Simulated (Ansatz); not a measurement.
Cost and result for the atomization energy of C3H6Sn, SMILES `CC#[C][SnH3]` (10 atoms, 9 bonds).

```xyz
10

C    -0.920    1.957   -0.918
C    -0.353    0.750   -0.350
C     0.120   -0.257    0.123
Sn    0.933   -1.983    0.930
H    -0.401    2.236   -1.837
H    -0.840    2.791   -0.217
H    -1.977    1.816   -1.156
H    -0.331   -3.077    1.259
H     1.753   -1.578    2.367
H     2.016   -2.654   -0.200
```

Charge 0, multiplicity 1. Correlated methods include outer-core shells of Sn, which these sets cover unevenly. Sn takes the def2 core potential. All single points use the PBE0-D4/def2-TZVP geometry. Program: Ansatz. All runs use 4 threads of an Arm Neoverse V1 on a shared host. Times are those of one run each, without the atoms' runs, and a repeat can differ threefold. Electronic energies, without spin–orbit coupling; frozen cores. CCSD(T)/CBS adds CCSD(T) − MP2 in def2-TZVPP to the MP2 limit, and its time is that of the two runs behind it. T1 = 0.013. With those shells the extrapolation isn't a true limit. B3LYP takes the VWN-RPA correlation (the form of Gaussian; ORCA's B3LYP/G).

CCSD(T)/CBS is a level of theory with its own doubt, some kJ/mol a heavy atom from the limit and from the frozen cores, so smaller differences don't rank the functionals.

```tsv
level	functions	wall time	atomization (kJ/mol)	difference from CCSD(T)/CBS	per bond
PBE-D4/def2-TZVPP (with forces)	227	1.8 s	3639.3	50.9	5.6
PBE0-D4/def2-TZVPP	227	1.9 s	3585.7	-2.7	-0.3
B3LYP-D4/def2-TZVPP (with forces)	227	3.3 s	3574.2	-14.2	-1.6
r2SCAN-D4/def2-TZVPP (with forces)	227	3.6 s	3579.7	-8.7	-1.0
B2PLYP/def2-TZVPP	227	4.1 s	3545.8	-42.6	-4.7
ωB97X-V/def2-TZVPP	227	6 s	3588.7	0.3	0.0
ωB97M-V/def2-TZVPP (with forces)	227	8.5 s	3583.2	-5.2	-0.6
MP2/def2-QZVPP	433	14 s	3583.2	-5.2	-0.6
CCSD(T)/def2-TZVPP	227	100 s	3511.2	-77.2	-8.6
CCSD(T)/CBS(def2)	–	110 s	3588.4	0.0	0.0
```

The D4 term adds +27.7 kJ/mol with B3LYP and +14.5 kJ/mol with PBE0; it sums over pairs of atoms, weighted by their polarisabilities, and B3LYP, whose exchange is more repulsive, gets the larger term. From PBE to PBE0 (25 % exact exchange), in def2-TZVPP and without D4, the atomization energy moves by −51.0 kJ/mol: exact exchange takes away binding that semilocal exchange gives to molecules. In def2-TZVPP, CCSD(T) changes the Hartree–Fock value by +885.2 kJ/mol (the triples alone add +57.1 kJ/mol) and MP2 by +911.6 kJ/mol; breaking electron pairs costs correlation energy, which Hartree–Fock lacks.

Spin–orbit coupling would lower the free Sn atoms strongly, and the atomization energy with them, by more than many differences here. For some Ge, Se and Sn compounds the MP2-based and the directly extrapolated limit differ by 10 to 25 kJ/mol.
